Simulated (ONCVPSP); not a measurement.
## La, ONCV: configuration errors across variants

```json
{"Element": "lanthanum (La)", "Generator": "ONCVPSP 4.0.1", "Type": "optimised norm-conserving Vanderbilt (ONCV)", "Functional": "LDA (Perdew-Zunger)", "Relativity": "fully relativistic", "Frozen core": "[Kr] 4d10", "Valence charge": "11", "Reference configuration": "5s2 5p6 5d1 6s1 (charge +1)", "Partial waves": "5s+6s: rc 2.65 bohr, ncon 3, nbas 6, qcut 5 1/bohr, 3 projectors, debl 3.2 Ha; 5p: rc 1.75 bohr, ncon 4, nbas 9, qcut 5.7 1/bohr, 2 projectors, debl 3.1 Ha; 5d: rc 3.70 bohr, ncon 4, nbas 9, qcut 4.9 1/bohr, 2 projectors, debl 1.5 Ha; f scattering state at 0.28 Ha: rc 3.30 bohr, ncon 5, nbas 8, qcut 3.9 1/bohr, 2 projectors, debl 2.5 Ha", "Local potential": "polynomial inside 1.35 bohr (lpopt 4, dvloc0 0 Ha)", "Core correction": "Teter function fitted to the true core (icmod 2), fcfact 0.45"}
```

Open shells are filled in proportion to 2j + 1.

In the f channel the program set the typed energies aside and used -0.381, 2.119 Ha (j = l + 1/2; the other j can differ).

All-electron excitation energies from the reference (eV): (1) 5s2 5p6 5d1 6s2 -6.162; (2) 5s2 5p6 5d1 6s0 11.150; (3) 5s2 5p6 5d0 6s0 30.240; (4) 5s2 5p6 5d1 6s0 6p2 -1.133.

3 further variants failed, have other tests or another functional or relativity, and are left out.

Errors AE − PS in meV (a dash: test not solved or not reliable):

```tsv
change	(1)	(2)	(3)	(4)	bound ghosts	GHOST(+) flags above zero
base	-0.9	-2.3	+4.8	+0.8	none	s, p3/2
local potential polynomial inside 1.35 bohr (lpopt 4, dvloc0 8.5 Ha)	-0.9	-2.3	+4.8	+0.5	none	none
s: qcut 5.5	-0.7	-1.9	+5.0	+1.1	none	s, p3/2
core correction Teter function fitted to the true core (icmod 2), fcfact 0.48	-0.9	-2.3	+4.8	+0.8	none	s, p3/2
```

(1) Give the same row for: s: rc 3.86.

Results:

(1) -4.0, -5.4, +3.4, -1.5; bound ghosts: none; GHOST(+) flags above zero: s, p3/2.
